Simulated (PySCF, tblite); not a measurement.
Isomers of C7H10F (doublet state), one GFN2-xTB conformer each. Single-point energies are computed at B3LYP/pcH-1 (PySCF, gas phase, no added dispersion term), electronic only. GFN2-xTB treats the open shell by occupation alone, and not every SCF solution was tested for stability.

| SMILES | GFN2-xTB relative energy (kJ/mol) |
| --- | --- |
| C[C@]12C[CH][C@](F)(C1)C2 | 1.0 |
| C[C@]12[CH]C[C@](F)(C1)C2 | 0.0 |
| C#CC[C](CC)CF | 143.4 |
| C[C@@]12[CH][C@@](F)(CC1)C2 | 26.9 |
| C[C@@H]1[CH][C@@H](F)CC=C1 | 4.5 |

Conformers: `[CH:1]#[C:2][CH2:3][C:4]([CH2:5][CH3:6])[CH2:7][F:8]` (doublet state) with C2–C3–C4–C5 95°, C3–C4–C5–C6 91°, C3–C4–C7–F8 -74°; `[CH3:1][C@@H:2]1[CH:3][C@@H:4]([F:5])[CH2:6][CH:7]=[CH:8]1` (doublet state) with C1–C2–C3–C4 -94°, C2–C3–C4–F5 -175°, C3–C4–C6–C7 48°, C4–C6–C7–C8 -24°.

Task: What does B3LYP/pcH-1 give for the same structures?

Result: 
```
                     SMILES  B3LYP/pcH-1 E (Eh)  B3LYP/pcH-1 (kJ/mol)  GFN2-xTB (kJ/mol)  point group
 C[C@@H]1[CH][C@@H](F)CC=C1          -372.56107                   0.0                4.5           C1
  C[C@]12[CH]C[C@](F)(C1)C2          -372.53668                  64.0                0.0           Cs
  C[C@]12C[CH][C@](F)(C1)C2          -372.53520                  67.9                1.0           Cs
C[C@@]12[CH][C@@](F)(CC1)C2          -372.52742                  88.4               26.9            –
              C#CC[C](CC)CF          -372.51027                 133.4              143.4           C1
```

GFN2-xTB puts C[C@]12[CH]C[C@](F)(C1)C2 lowest instead; measured from each level's own lowest isomer, the values differ by up to 66.9 kJ/mol (C[C@]12C[CH][C@](F)(C1)C2: 1.0 against 67.9). Neighbours under 21 kJ/mol apart (C[C@]12[CH]C[C@](F)(C1)C2 and C[C@]12C[CH][C@](F)(C1)C2; C[C@]12C[CH][C@](F)(C1)C2 and C[C@@]12[CH][C@@](F)(CC1)C2) can change places with a better method, another conformer or zero-point energy.

Task: What happens when harmonic zero-point energies from GFN2-xTB frequencies are added?

Result: 
```csv
SMILES,ZPE (kJ/mol),electronic (kJ/mol),with ZPE (kJ/mol)
C[C@@H]1[CH][C@@H](F)CC=C1,388.3,0.0,0.0
C[C@]12[CH]C[C@](F)(C1)C2,391.0,64.0,66.7
C[C@]12C[CH][C@](F)(C1)C2,391.0,67.9,70.7
C[C@@]12[CH][C@@](F)(CC1)C2,393.4,88.4,93.4
C#CC[C](CC)CF,381.0,133.4,126.0
```

The zero-point energies span 12.4 kJ/mol. The order is unchanged.
